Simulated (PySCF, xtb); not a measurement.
C₂H₅NOSi, SMILES N#CC[SiH2]O. The values are those of a single conformer.

Harmonic wavenumbers (cm⁻¹) from xtb 6.7.1 with GFN2-xTB at its own minimum, in rising order: 47, 127, 219, 291, 375, 462, 484, 601, 706, 735, 758, 796, 814, 900, 1020, 1068, 1179, 1409, 2272, 2300, 2403, 2972, 2981, 3685.

### Question
What does PySCF with PBE-D3(BJ)/def2-SVP give at its own minimum? (An estimate is asked for; the answer gives what the named calculation found.)

### Answer
61, 110, 179, 242, 372, 460, 479, 683, 692, 775, 804, 826, 912, 956, 957, 1101, 1134, 1355, 2164, 2169, 2288, 2990, 3050, 3774. Paired by order, the mean absolute difference is 51 cm⁻¹ and the zero-point energies are 40.9 and 40.8 kcal/mol.
